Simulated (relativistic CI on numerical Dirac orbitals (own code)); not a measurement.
## One change at a time: Cs13+

Base calculation: Dirac-Coulomb-Breit CI, separate exchange-only KLI orbitals for each configuration, model QED (radiative potential, 1s self-energy scaled to tabulated hydrogen-like ionisation energies), unscaled Slater integrals.

Configuration list (outside the closed core [Ar] 3d10): 4s²4p⁶4d⁶, 4s²4p⁵4d⁷, 4s²4p⁶4d⁵4f, 4s4p⁶4d⁷, 4s²4p⁶4d⁵5s, 4s²4p⁵4d⁶4f, 4s²4p⁶4d⁵5p, 4s²4p⁶4d⁴4f5s, 4s4p⁶4d⁶4f, 4s²4p⁶4d⁵5d, 4s²4p⁶4d⁴5s5p, 4s²4p⁶4d⁵6s, 4s²4p⁵4d⁶5s, 4s²4p⁶4d⁵5f, 4s²4p⁶4d⁵6p, 4s²4p⁶4d⁵7s, 4s²4p⁶4d⁵6f, 4s²4p⁶4d⁵7p, 4s4p⁶4d⁶5s, 4p⁶4d⁷5p, 4p⁶4d⁸, 4p⁵4d⁹, 4p⁵4d⁸4f, 4s²4p⁶4d⁴5s², 4s²4p⁶4d³4f5s², 4s²4p⁵4d⁴4f5s², 4s²4p⁶4d³5s²5p. Double excitations out of closed p, d and f shells are left out; levels of such configurations are missing from the list, as are those of other unlisted configurations, and high levels can miss mixing partners. Some configurations lack a partner that the ground configuration has and come out too high, among them 4s²4p⁵4d⁶5s.

Variants: (1) valence Slater integrals scaled by 0.9; (2) Breit term removed; (3) only the first configuration. Shifts of the energy above 4s²4p⁶4d⁶ ⁵D4, in cm⁻¹, for the lowest level and the first level of each name with at least 55 % of one term (blank where a level changes its place among those of its configuration and J or its character, or is not in the variant):

| Level | Base | Δ(1) | Δ(2) | Δ(3) |
| --- | --- | --- | --- | --- |
| 4s²4p⁶4d⁶ ⁵D4 | 0 | 0 | 0 | 0 |
| 4s²4p⁶4d⁶ ⁵D3 | 11565 | +305 | +358 | -32 |
| 4s²4p⁶4d⁶ ⁵D2 | 12705 | -706 | +84 | -268 |
| 4s²4p⁶4d⁶ ⁵D1 | 18320 | -67 | +385 | -354 |
| 4s²4p⁶4d⁶ ⁵D0 | 19595 | -278 | +367 | -647 |
| 4s²4p⁶4d⁶ ³H6 | 39355 | -2888 | +497 | +2307 |
| 4s²4p⁶4d⁶ ³H5 | 40258 | -3058 | +361 | +1739 |
| 4s²4p⁶4d⁶ ³P2 | 43988 | -2756 | +315 | -299 |
| 4s²4p⁶4d⁶ ³F2 | 51544 | -3840 | +292 | +671 |
| 4s²4p⁶4d⁶ ³G5 | 61304 | -3246 | +951 | +1412 |
| 4s²4p⁶4d⁶ ³G4 | 64149 | -4198 | +716 | +158 |
| 4s²4p⁶4d⁶ ³D1 | 64539 | -4371 | +467 | +77 |
| 4s²4p⁶4d⁶ ³D2 | 68386 | -5093 | +471 | -993 |
| 4s²4p⁶4d⁶ ¹I6 | 69379 | -4099 | +1043 | +2677 |
| 4s²4p⁶4d⁶ ³D3 | 71172 | -4845 | +602 | -298 |
| 4s²4p⁶4d⁶ ³P1 | 77609 | -3913 | +990 | -569 |
| 4s²4p⁶4d⁶ ³P0 | 84725 | -7959 | -8 | -329 |
| 4s²4p⁶4d⁶ ¹G4 | 84940 | -4944 | +1124 | -9 |
| 4s²4p⁶4d⁶ ¹F3 | 86762 | -7545 | +279 | +261 |
| 4s²4p⁶4d⁶ ¹D2 | 89502 | -5886 | +805 | +1282 |
| 4s²4p⁶4d⁶ ³F4 | 110997 | -8753 | +755 | -2406 |
| 4s²4p⁵4d⁷ ⁵G°6 | 707237 | +4045 | +1788 |  |

At this charge transitions that keep the count of f electrons are usually good to a few per cent. Terms inside the open d or f shell come out 10 to 20 % too wide with unscaled integrals. Levels and lines within the n = 5 or 6 shells can be off by up to 10 % or somewhat more, and those that change n by about 2 %, since core polarisation is missing. Levels that differ in their count of f electrons can be misplaced by several ten thousand cm⁻¹, since the correlation energy of f electrons is missing or only estimated; rates across such gaps can be off by orders of magnitude.

Ionisation energy from one configuration of each of the two ions, the ground ones as tabulated or assumed: base 316.491 eV; valence Slater integrals scaled by 0.9 316.935 eV; Breit term removed 316.568 eV. The NIST ASD value (theoretical) is 316 ± 3 eV.

LS names give the leading component of a level, which can be under half, so a name can repeat, a term be missing and a line seem to break the LS rules.
